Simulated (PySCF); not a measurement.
**Optical rotation: `N[SiH]([Si@@H]1[C@@H](C#N)C1)N`, C3H9N3Si2**

Geometry (Å), atoms numbered from 1 in this order:
```xyz
17

N     4.1603    0.1271    1.5775
C     3.1935    0.4116    1.0246
C     1.9930    0.7201    0.3693
C     1.7364    0.0439   -0.9820
Si    0.5753   -0.5837    0.3669
Si   -1.5685    0.2005    0.5282
N    -2.3943   -1.0986    1.3173
N    -2.1547    0.4695   -1.0681
H     1.7353    1.7709    0.4343
H     1.3751    0.7087   -1.7549
H     2.5468   -0.5772   -1.3384
H     1.0831   -1.8386    0.9291
H    -1.7508    1.5150    1.1663
H    -2.0661   -1.4327    2.2083
H    -3.4021   -1.1074    1.3115
H    -2.0251   -0.2388   -1.7716
H    -3.0442    0.9218   -1.2022
```

Computed with PySCF 2.14.0, TDDFT CAM-B3LYP/def2-SVPD circular dichroism and optical rotation, one conformer, gas phase. Geometry: GFN2-xTB.

The molecule is flexible and this is one conformer; a measurement averages over conformers.

Stereocentres: C3 S, Si5 S.

Q: Give the optical rotatory dispersion at 633, 589.3, 546, 436, 405, 365, 355 nm.

A: [α] in deg dm⁻¹ (g/mL)⁻¹:
| λ (nm) | origin-invariant length gauge | modified velocity gauge | length gauge (centre of mass) | isotropic polarisability (au) |
| --- | --- | --- | --- | --- |
| 633 | +205.1 | +180.5 | +207.0 | 113.8 |
| 589.3 | +242.8 | +213.8 | +245.1 | 114.5 |
| 546 | +292.1 | +257.4 | +294.8 | 115.2 |
| 436 | +526.1 | +465.4 | +531.2 | 118.6 |
| 405 | +651.4 | +577.3 | +657.9 | 120.3 |
| 365 | +904.8 | +804.9 | +914.0 | 123.2 |
| 355 | +994.8 | +886.2 | +1005.1 | 124.2 |

Q: And for the mirror image at 589.3 nm?

A: -242.8 deg dm⁻¹ (g/mL)⁻¹ (origin-invariant length gauge): the same size and the opposite sign.

Q: What is the molar rotation [Φ] = [α]·M/100 of the geometry above at 589.3 nm?

A: With M = 143.30 g/mol, +347.9 deg cm² dmol⁻¹ (origin-invariant length gauge).

The first excitation lies at 5.64 eV (220 nm) with R = +46.8 × 10⁻⁴⁰ esu² cm² (velocity form).
